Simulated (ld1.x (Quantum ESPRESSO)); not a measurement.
u(r) = r·R(r): atom against pseudo-atom (gallium (Ga))

Columns: radius, all-electron u(r) and pseudo u(r) of the 4s shell (level -21.31 eV) of gallium in the configuration [Ar] 3d10 4s1.5 4p0; BP86, scalar-relativistic, TM semilocal scheme, ld1.x (Quantum ESPRESSO) 7.5.

```json
{"r (bohr)": "0.110", "all-electron": "-0.1724", "pseudo": "-0.0219"}
{"r (bohr)": "0.220", "all-electron": "-0.1042", "pseudo": "-0.0452"}
{"r (bohr)": "0.330", "all-electron": "0.1813", "pseudo": "-0.0715"}
{"r (bohr)": "0.440", "all-electron": "0.3363", "pseudo": "-0.1026"}
{"r (bohr)": "0.550", "all-electron": "0.3271", "pseudo": "-0.1402"}
{"r (bohr)": "0.660", "all-electron": "0.2129", "pseudo": "-0.1862"}
{"r (bohr)": "0.770", "all-electron": "0.0519", "pseudo": "-0.2419"}
{"r (bohr)": "0.880", "all-electron": "-0.1182", "pseudo": "-0.3077"}
{"r (bohr)": "0.990", "all-electron": "-0.2766", "pseudo": "-0.3825"}
{"r (bohr)": "1.100", "all-electron": "-0.4137", "pseudo": "-0.4629"}
{"r (bohr)": "1.210", "all-electron": "-0.5260", "pseudo": "-0.5432"}
{"r (bohr)": "1.320", "all-electron": "-0.6137", "pseudo": "-0.6169"}
{"r (bohr)": "1.430", "all-electron": "-0.6784", "pseudo": "-0.6777"}
{"r (bohr)": "1.540", "all-electron": "-0.7228", "pseudo": "-0.7221"}
{"r (bohr)": "1.650", "all-electron": "-0.7497", "pseudo": "-0.7495"}
{"r (bohr)": "1.760", "all-electron": "-0.7618", "pseudo": "-0.7618"}
{"r (bohr)": "1.870", "all-electron": "-0.7615", "pseudo": "-0.7615"}
{"r (bohr)": "1.980", "all-electron": "-0.7514", "pseudo": "-0.7514"}
{"r (bohr)": "2.090", "all-electron": "-0.7333", "pseudo": "-0.7333"}
{"r (bohr)": "2.200", "all-electron": "-0.7091", "pseudo": "-0.7091"}
{"r (bohr)": "2.310", "all-electron": "-0.6802", "pseudo": "-0.6802"}
{"r (bohr)": "2.420", "all-electron": "-0.6481", "pseudo": "-0.6481"}
{"r (bohr)": "2.530", "all-electron": "-0.6138", "pseudo": "-0.6138"}
{"r (bohr)": "2.640", "all-electron": "-0.5781", "pseudo": "-0.5781"}
{"r (bohr)": "2.750", "all-electron": "-0.5420", "pseudo": "-0.5420"}
{"r (bohr)": "2.860", "all-electron": "-0.5059", "pseudo": "-0.5059"}
```

(1) How many radial nodes do the two functions have?

(2) At about which radius was the pseudo-wave matched?

(3) Is the pseudo-wave norm-conserving?

Answers

(1) The all-electron 4s function has n − l − 1 = 3 (the table is too coarse to show those close to the nucleus); the pseudo-wave has 0, since the states of the same l below it are removed with the core.

(2) 1.85 bohr. The columns agree to 0.0005 from 1.65 bohr on; several derivatives are matched, so the curves merge somewhat inside the radius.

(3) Yes: the TM semilocal scheme keeps the norm inside the radius equal to the all-electron one, which fixes the energy derivative of the logarithmic derivative at the level.
